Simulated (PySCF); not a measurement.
SMILES [O]=[Mo-2](=[O])(=[O])=[O] (MoO4 (anion, charge -2)), singlet (B3LYP/def2-SVP optimised geometry):

```
5

Mo    -0.593    -0.839     0.000
O      1.185    -0.839     0.000
O     -1.187    -1.678    -1.452
O     -1.187    -1.676     1.453
O     -1.185     0.839     0.000
```

Computed with PySCF 2.14.0 with B3LYP/def2-TZVPD, def2 effective core potentials past Kr.

Problem. What are the frontier orbital energies?

Solution. HOMO-2 2.57 eV, HOMO-1 2.57 eV, HOMO 2.57 eV, LUMO 7.03 eV, LUMO+1 7.34 eV.

On the same geometry PBE/def2-TZVPD, def2 effective core potentials past Kr run with PySCF 2.14.0 gives HOMO-2 3.79 eV, HOMO-1 3.79 eV, HOMO 3.79 eV, LUMO 6.76 eV, LUMO+1 7.11 eV.
